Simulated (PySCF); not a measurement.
Two-component Hartree-Fock for Ta⁴⁺ (tantalum, charge +4)

Start: [Xe] 4f14 5d1; 5d5/2 filled at m_j = +5/2. Calculated with PySCF 2.14 in x2c-SVPall-2c: generalised Hartree-Fock with the X2C-1e Hamiltonian and a Gaussian nucleus; one run each with spin-orbit coupling (SO) screened by Boettger's factors, then bare. This is a chosen level, not necessarily the ground level.

```
spinor shell  electrons  ε, screened SO (eV)  ε, bare SO (eV)  weight of nominal j (bare SO)  rms radius, bare SO (bohr)
       1s1/2          2             -67796.6         -67795.3                          1.000                      0.0211
       2s1/2          2             -11822.3         -11821.9                          1.000                      0.0853
       2p1/2          2             -11280.8         -11311.1                          1.000                      0.0724
       2p3/2          4             -10004.3          -9994.2                          1.000                      0.0800
       3s1/2          2              -2803.1          -2802.9                          1.000                       0.218
       3p1/2          2              -2562.5          -2569.0                          1.000                       0.209
       3p3/2          4              -2282.9          -2280.6                          1.000                       0.225
       3d3/2          4              -1880.9          -1886.8                          1.000                       0.198
       3d5/2          6              -1820.6          -1816.9                          1.000                       0.203
       4s1/2          2              -638.16          -638.14                          1.000                       0.488
       4p1/2          2              -537.51          -539.07                          1.000                       0.497
       4p3/2          4              -472.61          -472.10                          1.000                       0.530
       4d3/2          4              -306.70          -307.92                          1.000                       0.556
       4d5/2          6              -294.60          -293.85                          1.000                       0.569
       5s1/2          2              -129.70          -129.71                          1.000                        1.18
       5p1/2          2              -95.611          -95.822                          0.995                        1.36
       5p3/2          4              -87.440          -87.352                          0.955                        1.37
       4f5/2          6              -85.372          -86.098                          0.971                       0.719
       4f7/2          8              -83.538          -83.023                          0.996                       0.701
       5d5/2          1              -46.986          -46.928                          1.000                        1.93
```

| quantity | screened SO | bare SO |
| --- | --- | --- |
| E (hartree) | -15606.59820 | -15607.72940 |
| M_J | 5/2 | 5/2 |
| ⟨J²⟩ | 8.753 | 8.753 |
| ⟨L²⟩ | 6.095 | 6.103 |
| ⟨S²⟩ | 0.843 | 0.851 |

Each row is a mean over spinors that exchange with the open shell spreads, by up to 3.953 eV (5p3/2).

Breit and QED terms are absent; they matter most for the inner s and p1/2 levels.

Densities and radii are taken from the X2C orbitals without a picture-change correction, which distorts them close to the nucleus.
